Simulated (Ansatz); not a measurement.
A run for Ansatz (an electronic-structure program): R-wB97X-V/def2-TZVPPD on C2H2N2 (a complex), monomers drawn apart or pushed together. Files ending in .json are basis or fitting sets from the Basis Set Exchange.

Ansatz 0.2 input:
```yaml
crystal:
  periodic: [false, false, false]
  atoms:
    - {symbol: C, position_ang: [-0.43737409, 0.42783225, -1.03061636]}
    - {symbol: C, position_ang: [-0.04093733, 0.04010681, 0.03031240]}
    - {symbol: H, position_ang: [-0.79032340, 0.77302012, -1.97158665]}
    - {symbol: H, position_ang: [0.30879242, -0.30193930, 0.97438525]}
    - {symbol: N, position_ang: [0.40274074, -0.39575897, 4.38902396]}
    - {symbol: N, position_ang: [0.47637995, -0.46669664, 3.30327191]}
basis:
  gaussian:
    orbitals: def2-TZVPPD.json
hamiltonian:
  xc: {name: wB97X-V}
scf: {lower_state_search: off}
```

Task: Predict the final total energy.

Result: -186.8737 hartree.

Task: How many basis functions does it have, and what does it roughly cost on one machine?

Result: 182 functions; very roughly 5 core-seconds.
